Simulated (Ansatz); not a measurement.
Reaction (ligand exchange at a Ge–Cl bond): `[CH3][GeH]([F])[Cl]` + `BN` → `B[NH][GeH]([CH3])[F]` + HCl

Program: Ansatz. Geometries: PBE0-D4/def2-TZVP. ΔE: electronic, gas phase. CBS: MP2 limit from def2 TZ/QZ plus the TZ coupled-cluster correction, frozen cores. This one scheme is used for every species. DFT in def2-TZVPP. B3LYP here is the variant with VWN-RPA as its local correlation; programs differ in this. HSE06 is defined as in plane-wave codes. For Ge outer-core shells are correlated without core-valence functions, which leaves a few kJ/mol of doubt a bond. Scalar relativity is left out up to krypton. One conformer a species, not always the lowest.

`[CH3][GeH]([F])[Cl]`:

```xyz
8

C    -0.063   -0.858   -0.649
Ge    0.204    0.653    0.515
F    -0.231    0.160    2.122
Cl   -1.166    2.219    0.002
H     0.155   -0.577   -1.680
H     0.595   -1.675   -0.349
H    -1.100   -1.184   -0.577
H     1.606    1.261    0.617
```

`BN`:

```xyz
6

B    -0.298    0.540   -0.294
N     0.306   -0.555    0.303
H    -1.207    1.078    0.267
H     0.106    0.918   -1.356
H     1.074   -1.055   -0.112
H     0.019   -0.926    1.192
```

`B[NH][GeH]([CH3])[F]`:

Z-matrix (Å, degrees):
```
Ge
N 1 1.838
F 1 1.746 2 106.5
C 1 1.932 2 111.7 3 -114.5
H 1 1.530 2 107.9 3 114.4
B 2 1.396 1 125.5 3 -106.9
H 2 1.010 1 116.4 3 71.9
H 4 1.090 1 109.9 2 175.0
H 4 1.091 1 109.7 2 55.6
H 4 1.091 1 110.4 2 -64.6
H 6 1.198 2 119.8 1 179.6
H 6 1.199 2 118.9 1 -0.9
```

HCl:

Z-matrix (Å, degrees):
```
Cl
H 1 1.279
```

```json
{"level": "LDA (SPW92)", "ΔE (kcal/mol)": "16.4", "difference from CCSD(T)/CBS": "1.5"}
{"level": "PBE-D4", "ΔE (kcal/mol)": "17.4", "difference from CCSD(T)/CBS": "2.5"}
{"level": "BLYP-D4", "ΔE (kcal/mol)": "16.9", "difference from CCSD(T)/CBS": "2.0"}
{"level": "r2SCAN-D4", "ΔE (kcal/mol)": "17.6", "difference from CCSD(T)/CBS": "2.7"}
{"level": "B97M-V", "ΔE (kcal/mol)": "17.8", "difference from CCSD(T)/CBS": "2.9"}
{"level": "PBE0-D4", "ΔE (kcal/mol)": "17.3", "difference from CCSD(T)/CBS": "2.4"}
{"level": "B3LYP-D4", "ΔE (kcal/mol)": "16.9", "difference from CCSD(T)/CBS": "2.0"}
{"level": "r2SCANh-D4", "ΔE (kcal/mol)": "17.5", "difference from CCSD(T)/CBS": "2.6"}
{"level": "r2SCAN0-D4", "ΔE (kcal/mol)": "17.4", "difference from CCSD(T)/CBS": "2.5"}
{"level": "HSE06-D4", "ΔE (kcal/mol)": "17.4", "difference from CCSD(T)/CBS": "2.5"}
{"level": "BHLYP-D4", "ΔE (kcal/mol)": "17.0", "difference from CCSD(T)/CBS": "2.1"}
{"level": "CAM-B3LYP-D4", "ΔE (kcal/mol)": "16.3", "difference from CCSD(T)/CBS": "1.4"}
{"level": "ωB97X-V", "ΔE (kcal/mol)": "16.5", "difference from CCSD(T)/CBS": "1.6"}
{"level": "ωB97M-V", "ΔE (kcal/mol)": "16.7", "difference from CCSD(T)/CBS": "1.8"}
{"level": "B2PLYP", "ΔE (kcal/mol)": "16.6", "difference from CCSD(T)/CBS": "1.7"}
{"level": "PBE-QIDH", "ΔE (kcal/mol)": "16.4", "difference from CCSD(T)/CBS": "1.5"}
{"level": "revPBE", "ΔE (kcal/mol)": "18.5", "difference from CCSD(T)/CBS": "3.6"}
{"level": "BLYP", "ΔE (kcal/mol)": "18.1", "difference from CCSD(T)/CBS": "3.2"}
{"level": "r2SCAN", "ΔE (kcal/mol)": "17.8", "difference from CCSD(T)/CBS": "2.9"}
{"level": "PBE0", "ΔE (kcal/mol)": "17.9", "difference from CCSD(T)/CBS": "3.0"}
{"level": "B3LYP", "ΔE (kcal/mol)": "17.9", "difference from CCSD(T)/CBS": "3.0"}
{"level": "r2SCANh", "ΔE (kcal/mol)": "17.7", "difference from CCSD(T)/CBS": "2.8"}
{"level": "r2SCAN0", "ΔE (kcal/mol)": "17.7", "difference from CCSD(T)/CBS": "2.8"}
{"level": "HSE06", "ΔE (kcal/mol)": "17.9", "difference from CCSD(T)/CBS": "3.0"}
{"level": "BHLYP", "ΔE (kcal/mol)": "17.7", "difference from CCSD(T)/CBS": "2.8"}
{"level": "CAM-B3LYP", "ΔE (kcal/mol)": "16.9", "difference from CCSD(T)/CBS": "2.0"}
{"level": "LC-ωPBE", "ΔE (kcal/mol)": "16.6", "difference from CCSD(T)/CBS": "1.7"}
{"level": "RPA@PBE/def2-TZVPP", "ΔE (kcal/mol)": "13.3", "difference from CCSD(T)/CBS": "-1.6"}
{"level": "HF/def2-SVP", "ΔE (kcal/mol)": "17.5", "difference from CCSD(T)/CBS": "2.6"}
{"level": "MP2/def2-SVP", "ΔE (kcal/mol)": "14.6", "difference from CCSD(T)/CBS": "-0.3"}
{"level": "CCSD/def2-SVP", "ΔE (kcal/mol)": "14.7", "difference from CCSD(T)/CBS": "-0.2"}
{"level": "CCSD(T)/def2-SVP", "ΔE (kcal/mol)": "14.5", "difference from CCSD(T)/CBS": "-0.4"}
{"level": "HF/def2-TZVPP", "ΔE (kcal/mol)": "17.8", "difference from CCSD(T)/CBS": "2.9"}
{"level": "MP2/def2-TZVPP", "ΔE (kcal/mol)": "14.7", "difference from CCSD(T)/CBS": "-0.2"}
{"level": "CCSD/def2-TZVPP", "ΔE (kcal/mol)": "14.4", "difference from CCSD(T)/CBS": "-0.5"}
{"level": "CCSD(T)/def2-TZVPP", "ΔE (kcal/mol)": "14.2", "difference from CCSD(T)/CBS": "-0.7"}
{"level": "MP2/def2-QZVPP", "ΔE (kcal/mol)": "15.1", "difference from CCSD(T)/CBS": "0.2"}
{"level": "HF/CBS(def2)", "ΔE (kcal/mol)": "17.8", "difference from CCSD(T)/CBS": "2.9"}
{"level": "MP2/CBS(def2)", "ΔE (kcal/mol)": "15.4", "difference from CCSD(T)/CBS": "0.5"}
{"level": "CCSD/CBS(def2)", "ΔE (kcal/mol)": "15.1", "difference from CCSD(T)/CBS": "0.2"}
{"level": "CCSD(T)/CBS", "ΔE (kcal/mol)": "14.9", "difference from CCSD(T)/CBS": "0"}
```

Largest T1 diagnostic among the species: 0.012.

The D4 term adds −0.9 kcal/mol with B3LYP and −0.6 kcal/mol with PBE0; it sums over pairs of atoms, weighted by their polarisabilities, and B3LYP, whose exchange is more repulsive, gets the larger term. Leaving LDA and LC-ωPBE aside and taking each functional with its dispersion term where it has one, the values spread over 1.4 kcal/mol, from CAM-B3LYP-D4 to B97M-V. LDA lies −1.6 kcal/mol from PBE without D4. In def2-TZVPP, CCSD(T) changes the Hartree–Fock value by −3.6 kcal/mol (the triples alone add −0.2 kcal/mol) and MP2 by −3.1 kcal/mol.
